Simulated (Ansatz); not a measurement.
`Cl[BH][SbH2]` + CH₄ → `C[BH][SbH2]` + HCl at 400 K and 1 bar (formal exchange of groups at a B–Cl bond).

Isolated molecules relaxed with PBE0-D4/def2-TZVP in Ansatz; ΔE leaves out vibrations. CCSD(T)/CBS adds triple-zeta CCSD(T) − MP2 to the extrapolated MP2 energy (def2 sets, frozen cores). This one scheme is used for every species. Elements past krypton have def2 core potentials. For Sb outer-core shells are correlated without core-valence functions, which leaves a few kJ/mol of doubt a bond.

```csv
species,CCSD(T)/CBS energy (Eh),H − E (kJ/mol),S (J/(mol·K))
`Cl[BH][SbH2]`,-726.39723,94.9,340.9
CH₄,-40.46206,131.3,197.2
`C[BH][SbH2]`,-306.44336,190.2,354.3
HCl,-460.38127,29.6,195.4
```

H − E and S are ideal-gas, rigid-rotor, harmonic terms from PBE0-D4/def2-TZVP, for one conformer and one mirror image of each species. 1 Eh = 2625.50 kJ/mol, R = 8.31446 J/(mol·K).

Task: By hand: ΔE, ΔH, ΔS and ΔG.

Result: ΔE = (-306.44336) + (-460.38127) − (-726.39723) − (-40.46206) = 0.03466 Eh = 91.0 kJ/mol. Δ(H − E) = 190.2 + 29.6 − 94.9 − 131.3 = -6.4, so ΔH = 84.6 kJ/mol. ΔS = 354.3 + 195.4 − 340.9 − 197.2 = 11.6 J/(mol·K). ΔG = 84.6 − 400 × (11.6)/1000 = 80.0 kJ/mol.

Task: By hand: the equilibrium constant, and the temperature at which ΔG would vanish if ΔH and ΔS stayed fixed.

Result: log₁₀ K = −ΔG/(RT ln 10) = -10.4. ΔG = 0 at ΔH/ΔS = 7293 K, far beyond where these terms or the molecules hold.

The number of gas molecules stays the same, so ΔS is small and ΔH decides. A doubt of 5 kJ/mol in ΔE shifts log₁₀ K by 0.7 here. Other conformers and mirror images would add mixing entropy, several J/(mol·K) or more a flexible species. These are equilibria of isolated gas molecules and say nothing of rates. Largest T1 diagnostic: 0.015 (customary marks: 0.02 for closed shells, 0.045 for open ones).
